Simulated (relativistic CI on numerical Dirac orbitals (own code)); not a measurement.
**Energy levels of Ar XVI**

Computed by Dirac-Coulomb-Breit CI, KLI orbitals optimised for each configuration, QED by a radiative potential, unscaled Slater integrals (own radial code, finite nucleus).

Configuration list (outside the closed core 1s2): 2s, 2p, 3s, 3p, 3d, 4s, 4p, 4d, 4f, 5s, 5p, 5d, 5f, 5g, 6s, 6p, 6d. Levels of other configurations are missing.

The lowest level is 2s 2S_1/2, with 100 % of that term; Hund's rules for 2s give 2S with J = 1/2, in agreement.

```tsv
No.	Configuration	Term	J	E (Ry)	%	jj configuration (%)
1	2s	2S	1/2	0.0000	100	2s (100)
2	2p	2P°	1/2	2.3524	100	2p1/2 (100)
3	2p	2P°	3/2	2.5845	100	2p3/2 (100)
4	3s	2S	1/2	38.0418	100	3s (100)
5	3p	2P°	1/2	38.6927	100	3p1/2 (100)
6	3p	2P°	3/2	38.7610	100	3p3/2 (100)
7	3d	2D	3/2	39.0001	100	3d3/2 (100)
8	3d	2D	5/2	39.0217	100	3d5/2 (100)
9	4s	2S	1/2	51.0680	100	4s (100)
10	4p	2P°	1/2	51.3358	100	4p1/2 (100)
11	4p	2P°	3/2	51.3645	100	4p3/2 (100)
12	4d	2D	3/2	51.4637	100	4d3/2 (100)
13	4d	2D	5/2	51.4728	100	4d5/2 (100)
14	4f	2F°	5/2	51.4777	100	4f5/2 (100)
15	4f	2F°	7/2	51.4822	100	4f7/2 (100)
16	5s	2S	1/2	57.0326	100	5s (100)
17	5p	2P°	1/2	57.1679	100	5p1/2 (100)
18	5p	2P°	3/2	57.1827	100	5p3/2 (100)
19	5d	2D	3/2	57.2331	100	5d3/2 (100)
20	5d	2D	5/2	57.2377	100	5d5/2 (100)
21	5f	2F°	5/2	57.2404	100	5f5/2 (100)
22	5f	2F°	7/2	57.2428	100	5f7/2 (100)
23	5g	2G	7/2	57.2428	100	5g7/2 (100)
24	5g	2G	9/2	57.2442	100	5g9/2 (100)
25	6s	2S	1/2	60.2514	100	6s (100)
26	6p	2P°	1/2	60.3292	100	6p1/2 (100)
27	6p	2P°	3/2	60.3377	100	6p3/2 (100)
28	6d	2D	3/2	60.3667	100	6d3/2 (100)
29	6d	2D	5/2	60.3694	100	6d5/2 (100)
```

Energies count from the lowest computed level; ° marks odd parity. Filled j subshells are mostly left out of the jj labels.

The mean weight of the leading LS term, summed over parents, in these 29 levels is 100 %, and that of the leading jj configuration (from the same eigenvectors) 100 %.

At this charge energies of transitions that change n are usually good to better than 1 %, and those within a shell (Δn = 0) to a few per cent.
